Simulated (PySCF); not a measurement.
# Fine-structure interval along the 27-electron series

Calculated with PySCF 2.14 and a two-component X2C-1e Hamiltonian (Gaussian nucleus, no Breit or QED terms), each ion in its own even-tempered basis scaled to its charge; GMP2 freezes [Ne] and drops the highest virtual spinors. Values in cm⁻¹.

| ion | configuration | GHF (screened spin-orbit) | GMP2 (screened spin-orbit) | GHF (bare spin-orbit) |
| --- | --- | --- | --- | --- |
| Ba(29+) | [Ar] 3d9 | 135950 | 135760 | 165700 |
| La(30+) | [Ar] 3d9 | 149010 | 148800 | 180930 |
| Ce(31+) | [Ar] 3d9 | 162980 | 162760 | 197170 |

Between Z = 56 and Z = 58 the GHF (bare spin-orbit) value grows as Z to the power 4.96.
